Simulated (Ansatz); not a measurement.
Molecule: SnH4, net charge 0, singlet state. 
Structure (B3LYP-D3(BJ)/def2-TZVP (Ansatz, a first-principles code) minimum search):
SMILES: [SnH4]
```xyz
5

Sn     0.0000     0.0000     0.0000
H     -1.1293     1.1610    -0.5438
H      0.2699    -1.1525    -1.2320
H     -0.6131    -0.7839     1.3888
H      1.4724     0.7754     0.3870
```

Parts of the frozen-core correlation energy in def2-SVP (Ansatz, hartree). Frozen orbitals: 9; correlated occupied orbitals by spin: 4 and 4; virtual: 33 and 33. Spin-orbit coupling is left out. Past Kr the def2 sets carry scalar-relativistic core potentials.

| term | value |
|---|---|
| reference (HF) | -215.63315 |
| MP2 opposite-spin | -0.09295 |
| MP2 same-spin | -0.00881 |
| CCSD correlation | -0.13079 |
| (T) | -0.00209 |
| CCSDT minus CCSD(T) | -0.00058 |
| CCSDT(Q) minus CCSD(T) | -0.00063 |
| T1 diagnostic | 0.010 |
| largest doubles amplitude | 0.036 |
